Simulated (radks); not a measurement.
Results of a calculation; reference values are marked as such.
All-electron atom: Ge I in [Ar] 3d10 4s2 4p2. Code: a radial shooting solver on a logarithmic mesh with Libxc functionals. Model: non-relativistic Kohn-Sham, TPSS, spin-polarised, spherical densities, point nucleus; open shells are filled with parallel spins first; meta-GGA in the generalised Kohn-Sham scheme.

Unscreened Slater integrals over Kohn-Sham orbitals (cm^-1). They are taken over the spin-up orbitals.

integral    value
F0(4p,4p)   70606
F2(4p,4p)   36071
F0(4p,4s)   79092
G1(4p,4s)   50265
F0(4p,3d)   93513
F2(4p,3d)   16260
G1(4p,3d)  5857.9
G3(4p,3d)  4970.7
F0(4p,3p)   94173
F2(4p,3p)   13954
G0(4p,3p)  3140.7
G2(4p,3p)  3561.4
F0(4s,4s)   91714
F0(4s,3d)  117860
G2(4s,3d)   10397
F0(4s,3p)  119110
G1(4s,3p)  6484.1
F0(3d,3d)  276960
F2(3d,3d)  128940
F4(3d,3d)   80392
F0(3d,3p)  288920
F2(3d,3p)  136940
G1(3d,3p)  167670
G3(3d,3p)  102550
F0(3p,3p)  304290
F2(3p,3p)  152300

Derived for the open shells (J is the average intra-shell exchange parameter used in DFT+U). 4p: J = F2/5 = 7214 cm^-1; in LS coupling 1D lies 6 F2/25 = 8657 cm^-1 above 3P.
